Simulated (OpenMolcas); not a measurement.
## How methods differ on AlCl3 (aluminium trichloride (monomer))

AlCl3: 4 atoms, total charge 0, spin state singlet. SMILES: `Cl[Al](Cl)Cl`. Geometry: relaxed at PBE0-D4/def2-TZVP.

```xyz
4

Cl   -1.1350   -0.1084    1.7262
Al    0.0000    0.0000    0.0000
Cl    1.7420   -1.1040   -0.1636
Cl   -0.6069    1.2125   -1.5626
```

Each level gives the energy change with the Cl1–Al2 bond stretched from 2.069 to 2.379 Å (eV). The values are calculated.

| level | kind | program | value (eV) | less CCSD(T)/6-311+G** | CPU time (all runs) |
| --- | --- | --- | --- | --- | --- |
| HF/6-311+G** (restricted) | Hartree–Fock | OpenMolcas | 0.59 | +0.02 | 28 s |
| SVWN5/6-311+G** (restricted) | LDA | OpenMolcas | 0.56 | -0.01 | 36 s |
| revPBE/6-311+G** (restricted) | GGA | OpenMolcas | 0.42 | -0.15 | 44 s |
| M06-L/6-311+G** (restricted) | meta-GGA | OpenMolcas | 0.59 | +0.02 | 50 s |
| r2SCAN/6-311+G** (restricted) | meta-GGA | OpenMolcas | 0.54 | -0.03 | 49 s |
| M06-2X/6-311+G** (restricted) | hybrid meta-GGA | OpenMolcas | 0.59 | +0.02 | 49 s |
| B2PLYP/6-311+G** (restricted) | double hybrid | OpenMolcas | 0.54 | -0.03 | 39 s |
| MP2/6-311+G** (restricted) | perturbation theory | OpenMolcas | 0.60 | +0.03 | 26 s |
| CCSD(T)/6-311+G** (Cholesky decomposition) (restricted) | coupled cluster or CI | OpenMolcas | 0.57 | 0.00 | 6 min |

CCSD(T)/6-311+G** (Cholesky decomposition) (restricted) is the highest level here, not the true value. The first shape isn't each level's own minimum. The values span 0.42 to 0.60 eV. CPU times are rough (shared hosts, several kinds of processor): they show what a rung costs within a factor of a few.
